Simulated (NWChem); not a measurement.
System: C$_{4}$H$_{12}$O$_{3}$Si; SMILES O([Si](OC)(OC)C)C

The following NWChem deck was run.

```
start job
memory heap 200 mb stack 900 mb global 1100 mb
geometry units angstroms noautoz
  C     -1.559376     2.154674    -0.396485
  O     -0.294865     1.510882    -0.401930
  Si     0.000000     0.000000     0.195881
  C      0.000000     0.000000     2.069869
  O      1.455895    -0.500080    -0.401930
  C      2.645690     0.273123    -0.396485
  O     -1.161029    -1.010802    -0.401930
  C     -1.086314    -2.427796    -0.396485
  H     -2.307776     1.562783    -0.936680
  H     -1.919993     2.331029     0.626927
  H     -1.449474     3.123728    -0.893093
  H      0.816739     0.613560     2.467929
  H      0.122989    -1.014097     2.467929
  H     -0.939728     0.400536     2.467929
  H      2.507298     1.217201    -0.936680
  H      3.429965    -0.306582    -0.893093
  H      2.978727     0.497249     0.626927
  H     -0.199522    -2.779984    -0.936680
  H     -1.980491    -2.817146    -0.893093
  H     -1.058733    -2.828277     0.626927
end
basis spherical
  * library sto-3g
end
dft
  xc xtpss03 ctpss03
  iterations 150
  mulliken
end
task dft energy
```

Excerpt of the output:

```
             Northwest Computational Chemistry Package (NWChem) 7.3.0
             --------------------------------------------------------

 C3  symmetry detected

                             Geometry "geometry" -> ""
                             -------------------------

 Output coordinates in angstroms (scale by  1.889725989 to convert to a.u.)

  No.       Tag          Charge          X              Y              Z
 ---- ---------------- ---------- -------------- -------------- --------------
    1 C                    6.0000    -2.14703312     1.56987931    -0.42585996
    2 O                    8.0000    -0.74573196     1.34669727    -0.43130496
    3 Si                  14.0000    -0.00000000     0.00000000     0.16650604
    4 C                    6.0000     0.00000000    -0.00000000     2.04049404
    5 O                    8.0000     1.53914003    -0.02752582    -0.43130496
    6 C                    6.0000     2.43307192     1.07444557    -0.42585996
    7 O                    8.0000    -0.79340807    -1.31917145    -0.43130496
    8 C                    6.0000    -0.28603880    -2.64432488    -0.42585996
    9 H                    1.0000    -2.67683693     0.77631491    -0.96605496
   10 H                    1.0000    -2.54443040     1.62663545     0.59755204
   11 H                    1.0000    -2.34083600     2.52569598    -0.92246796
   12 H                    1.0000     0.58815110     0.83522255     2.43855404
   13 H                    1.0000     0.42924840    -0.92696507     2.43855404
   14 H                    1.0000    -1.01739950     0.09174252     2.43855404
   15 H                    1.0000     2.01072690     1.93005133    -0.96605496
   16 H                    1.0000     3.35773488     0.76437545    -0.92246796
   17 H                    1.0000     2.68092282     1.39022364     0.59755204
   18 H                    1.0000     0.66611003    -2.70636624    -0.96605496
   19 H                    1.0000    -1.01689888    -3.29007143    -0.92246796
   20 H                    1.0000    -0.13649242    -3.01685909     0.59755204

 Effective nuclear repulsion energy (a.u.)     518.6541834437

      Symmetry information
      --------------------

 Group name             C3
 Group number              5
 Group order               3
 No. of unique centers     8

                                 NWChem DFT Module
                                 -----------------

 Summary of "ao basis" -> "ao basis" (spherical)
 ------------------------------------------------------------------------------
       Tag                 Description            Shells   Functions and Types
 ---------------- ------------------------------  ------  ---------------------
 C                           sto-3g                  3        5   2s1p
 O                           sto-3g                  3        5   2s1p
 Si                          sto-3g                  5        9   3s2p
 H                           sto-3g                  1        1   1s

      Symmetry analysis of basis
      --------------------------

        a          22
        e+         17
        e-         17

  Rotation of axis

            General Information
            -------------------
          SCF calculation type: DFT
          Wavefunction type:  closed shell.
          No. of atoms     :    20
          No. of electrons :    74
           Alpha electrons :    37
            Beta electrons :    37
          Charge           :     0
          Spin multiplicity:     1
          Use of symmetry is: on ; symmetry adaption is: on
          Maximum number of iterations: 150
          AO basis - number of functions:    56
                     number of shells:    38
          Convergence on energy requested:  1.00D-06
          Convergence on density requested:  1.00D-05
          Convergence on gradient requested:  5.00D-04

              XC Information
              --------------
                  TPSS metaGGA Exchange Functional  1.000
             TPSS03 metaGGA Correlation Functional  1.000

             Grid Information
             ----------------
          Grid used for XC integration:  medium
          Radial quadrature: Mura-Knowles
          Angular quadrature: Lebedev.
          Tag              B.-S. Rad. Rad. Pts. Rad. Cut. Ang. Pts.
          ---              ---------- --------- --------- ---------
          C                   0.70       49          13.0       434
          O                   0.60       49          11.0       434
          Si                  1.10       88          10.0       590
          H                   0.35       45          12.0       434
          Grid pruning is: on
          Number of quadrature shells:   415
          Spatial weights used:  Erf1

      Superposition of Atomic Density Guess
      -------------------------------------

 Sum of atomic energies:        -661.09629091

      Non-variational initial energy
      ------------------------------

 Total energy =    -662.096521
 1-e energy   =   -1952.737208
 2-e energy   =     771.986504
 HOMO         =      -0.160532
 LUMO         =       0.367184

      Symmetry analysis of molecular orbitals - initial
      -------------------------------------------------

  Numbering of irreducible representations:

     1 a           2 e+          3 e-

  Orbital symmetries:

     1 a           2 a           3 e+          4 e+          5 a
     6 a           7 e+          8 e+          9 a          10 e+
    11 e+         12 a          13 a          14 e+         15 e+
    16 a          17 a          18 e+         19 e+         20 a
    21 e+         22 e+         23 a          24 e+         25 e+
    26 e+         27 e+         28 a          29 e+         30 e+
    31 a          32 a          33 e+         34 e+         35 e+
    36 e+         37 a          38 a          39 e+         40 e+
    41 a          42 e+         43 e+         44 a          45 e+
    46 e+         47 a

[...]
```

Level: TPSS/STO-3G. All runs use the structure optimised with B3LYP/6-31G* (spherical d). No frequency run checked for a minimum.
